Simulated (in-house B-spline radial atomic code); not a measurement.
Successive ionisation energies of neon; each step leads to the configuration of the next row (after the last: [He] 2s2 2p1/2(1)). Dirac energy differences include first-order Breit, QED and recoil terms. NIST's values go from ground level to ground level; the uncertainty of those that are theory runs from under 0.1 % in few-electron ions to several per cent in heavy many-electron ones. Computed with a radial B-spline atomic code at the basis-set limit: Dirac-Hartree-Fock, jj configuration that fills j = l - 1/2 first, finite nuclei.

A number in brackets counts the electrons of a j subshell.

| ion | configuration | ionisation energy (eV) | tabulated value (eV) | tabulated kind | computed minus tabulated (eV) | highest orbital | largest mean radius (bohr) |
| --- | --- | --- | --- | --- | --- | --- | --- |
| Ne | [He] 2s2 2p6 | 19.79 | 21.56454 | measured | -1.77 | 2p3/2 | 0.96604 |
| Ne+ | [He] 2s2 2p1/2(2) 2p3/2(3) | 41.17 | 40.96297 | measured | 0.21 | 2p1/2 | 0.87607 |
| Ne2+ | [He] 2s2 2p1/2(2) 2p3/2(2) | ? | ? | measured | ? | ? | ? |
| Ne3+ | [He] 2s2 2p1/2(2) 2p3/2(1) | ? | ? | semi-empirical | ? | ? | ? |
| Ne4+ | [He] 2s2 2p1/2(2) | 122.81 | 126.247 | measured | -3.43 | 2p1/2 | 0.76513 |

Fill in the row of Ne2+.

ionisation energy (eV): 65.95; tabulated value (eV): 63.4233; computed minus tabulated (eV): 2.52; highest orbital: 2p1/2; largest mean radius (bohr): 0.82649.

Fill in the row of Ne3+.

ionisation energy (eV): 93.93; tabulated value (eV): 97.19; computed minus tabulated (eV): -3.26; highest orbital: 2p1/2; largest mean radius (bohr): 0.79505.

Where is the largest jump?

From Ne to Ne+, by a factor of 2.08 (19.79 to 41.172 eV); the highest orbital goes from 2p3/2 to 2p1/2.

How far is this level of theory from the measured and semi-empirical values?

Over those 5 rows the differences run from -3.43 to +2.52 eV (mean absolute value 2.2 eV). The calculation leaves out correlation and, in open shells, the multiplet splittings that an average leaves out.
